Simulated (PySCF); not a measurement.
Geometries of 2 isomers of C3H5NOSSi, from PBE0-D3(BJ)/def2-SVP geometry optimisation, gas phase (PySCF). One conformer each, no zero-point energy, no frequencies.

Problem. Which is lower in electronic energy at this level?
A.
```xyz
12
angstrom
Si    -1.996    0.602   -0.228
O     -0.751   -0.551   -0.142
C      0.520   -0.179    0.018
C      1.594   -1.034    0.086
S      3.028   -0.113    0.298
C      2.091    1.330    0.278
N      0.813    1.147    0.127
H     -2.100    1.377    1.038
H     -3.211   -0.237   -0.417
H     -1.811    1.505   -1.397
H      1.593   -2.119    0.022
H      2.560    2.309    0.386
```
B.
```xyz
12
angstrom
Si    -2.515    0.095    0.059
S     -1.022    0.302    1.622
C      0.408    0.050    0.646
C      1.766    0.070    1.083
C      2.449   -0.179   -0.067
O      1.606   -0.332   -1.087
N      0.325   -0.188   -0.641
H     -2.361    1.143   -0.984
H     -3.775    0.313    0.827
H     -2.501   -1.272   -0.527
H      2.151    0.242    2.083
H      3.508   -0.273   -0.302
```

Solution. A. That is `[SiH3]Oc1cscn1`, 36.1 kcal/mol below the other.

```
        SMILES                     atoms numbered as above      E (Eh)  relative (kcal/mol)  relative (kJ/mol)  dipole (D)
[SiH3]Oc1cscn1  [SiH3:1][O:2][c:3]1[cH:4][s:5][cH:6][n:7]1  -934.07586                  0.0                0.0        1.08
[SiH3]Sc1ccon1  [SiH3:1][S:2][c:3]1[cH:4][cH:5][o:6][n:7]1  -934.01836                 36.1              151.0        1.88
```

As drawn, the lower has an Si–O bond, which the higher lacks; the higher has an N–O linkage, which the lower lacks.
